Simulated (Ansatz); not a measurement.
Start from `[BH2][AlH][SbH2]` and change one atom or group to get `[BH2][AlH2]`.

Ansatz, PBE0-D4/def2-TZVP geometries, multiplicity 1. 

Elements past krypton have def2 core potentials.

```json
{"property": "HOMO–LUMO gap (ωB97M-V/def2-TZVPP) / eV", "`[BH2][AlH][SbH2]`": "7.96"}
{"property": "size of the dipole moment (PBE/def2-TZVPP) / D", "`[BH2][AlH][SbH2]`": "0.30"}
{"property": "size of the dipole moment (ωB97M-V/def2-TZVPP) / D", "`[BH2][AlH][SbH2]`": "0.77"}
{"property": "HOMO–LUMO gap (PBE0/def2-TZVPP) / eV", "`[BH2][AlH][SbH2]`": "4.22"}
{"property": "LUMO energy (PBE0/def2-TZVPP) / eV", "`[BH2][AlH][SbH2]`": "-2.43"}
{"property": "LUMO energy (ωB97M-V/def2-TZVPP) / eV", "`[BH2][AlH][SbH2]`": "-0.56"}
```

**Question.** What does the change do to each property? (An estimate is asked.)

**Answer.** Computed: 
```
                                          property  `[BH2][AlH2]`  shift
           HOMO–LUMO gap (ωB97M-V/def2-TZVPP) / eV           9.27   1.31
    size of the dipole moment (PBE/def2-TZVPP) / D           0.35   0.05
size of the dipole moment (ωB97M-V/def2-TZVPP) / D           0.43  -0.34
              HOMO–LUMO gap (PBE0/def2-TZVPP) / eV           5.17   0.95
                LUMO energy (PBE0/def2-TZVPP) / eV          -2.35   0.08
             LUMO energy (ωB97M-V/def2-TZVPP) / eV          -0.39   0.17
```

With PBE0 the HOMO falls by 0.88 eV and the LUMO rises by 0.08 eV, so the gap widens by about 0.96 eV. PBE moves the HOMO by -0.61 eV and ωB97M-V by -1.14 eV. The zero-point energy changes by -20.1 kJ/mol with -6 modes. Dipoles are sizes alone; their direction can turn.

Spin–orbit coupling is left out; it splits and shifts lone-pair levels of the heavy atoms by tenths of an eV.
